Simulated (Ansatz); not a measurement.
Ansatz (an electronic-structure program) input (X2C-CCSD(T)/cc-pVTZ-DK):

Ansatz 0.2 input:
```yaml
crystal:
  periodic: [false, false, false]
  atoms:
    - {symbol: C, position_ang: [0.01425900, -0.00055452, -0.74078245]}
    - {symbol: O, position_ang: [0.00715209, 0.00561026, 0.56769156]}
    - {symbol: H, position_ang: [0.88752270, 0.26011238, 0.88741297]}
    - {symbol: H, position_ang: [-1.03029347, -0.30166734, -0.98425072]}
basis:
  gaussian:
    orbitals: cc-pVTZ-DK
magnetization: {spin_polarized: false}
correlation: {method: ccsd_t, electrons: outside_noble_gas}
```

End of the output:

```
integrals: 0.07 GiB planned
518 factors; integrals over basis functions are off by at most 9.9e-4 eV
mean field: 0.14 GiB planned
mean field evaluation 1: about -3098.3434 eV, gradient 2.3e1 eV
mean field evaluation 2: about -3098.3456 eV, gradient 2.3e1 eV
mean field evaluation 4: about -3099.3966 eV, gradient 2.9e0 eV
mean field evaluation 8: about -3099.4262 eV, gradient 4.2e-4 eV
mean field evaluation 16: about -3099.4236 eV, gradient 5.8e-1 eV
mean field -3099.42617154 eV, -113.9018109377 hartree, gradient 1.9e-6 eV, S^2 0.000000; 0 other end points of the search recorded, 0 dependent functions left out; unrestricted orbitals would lower it
2 core orbitals not correlated
reference -3099.42617154 eV, -113.9018109377 hartree; 6, 6 occupied and 80, 80 virtual orbitals, 518 factors
second order -10.42454662 eV of doubles, -0.00000000 eV of singles
coupled cluster: 0.18 GiB planned
cycle   1  -10.52579497 eV  change   -1.0e-1 eV  update   8.0e-2
cycle   2  -10.82394058 eV  change   -3.0e-1 eV  update   2.7e-2
cycle   3  -10.91595642 eV  change   -9.2e-2 eV  update   1.7e-2
cycle   4  -10.89998353 eV  change    1.6e-2 eV  update   4.7e-3
cycle   5  -10.90200879 eV  change   -2.0e-3 eV  update   2.0e-3
cycle   6  -10.90181130 eV  change    2.0e-4 eV  update   5.0e-4
cycle   7  -10.90164893 eV  change    1.6e-4 eV  update   1.4e-4
cycle   8  -10.90170982 eV  change   -6.1e-5 eV  update   5.2e-5
cycle   9  -10.90170881 eV  change    1.0e-6 eV  update   2.0e-5
cycle  10  -10.90170590 eV  change    2.9e-6 eV  update   8.2e-6
perturbative correction -0.42454855 eV, -0.0156018714 hartree
Total energy: -3110.75242599 eV, -114.3180431116 hartree
Relativity: scalar
```
